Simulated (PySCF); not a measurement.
**CdO: from constants to spectrum**

M06 constants of CdO, ³Π (triplet), unpaired electrons σ ↑, π ↑ (PySCF, scalar-relativistic core potentials, basis sets Cd def2-SVPD with ECP28, O def2-SVPD; masses 113.9034 and 15.9949 u):

| Item | Value |
| --- | --- |
| ωe | 377.1 cm⁻¹ |
| ωexe | 5.8 cm⁻¹ |
| Be | 0.25979 cm⁻¹ |
| αe | 0.00363 cm⁻¹ |
| D (centrifugal) | 4.93e-07 cm⁻¹ |
| De to Cd + O | 0.78 eV |

(1) Give the vibrational terms G(v) and spacings up to v = 6.

(2) How well does the Morse estimate ωe²/(4ωexe) reproduce De, and what is D0?

Spin–orbit coupling is left out. The state is the lowest determinant that a PBE0 search found; another state may lie lower at other levels.

Results:

(1) G(v) = ωe(v+½) − ωexe(v+½)².

```csv
v,G(v) (cm⁻¹),G(v) − G(v−1),Bv (cm⁻¹)
0,187.1,,0.2580
1,552.6,365.5,0.2543
2,906.5,353.9,0.2507
3,1248.8,342.3,0.2471
4,1579.5,330.7,0.2435
5,1898.6,319.1,0.2398
6,2206.1,307.5,0.2362
```

(2) It gives 0.76 eV, 97 % of the computed De. D0 = De − G(0) = 0.78 − 0.02 = 0.76 eV.
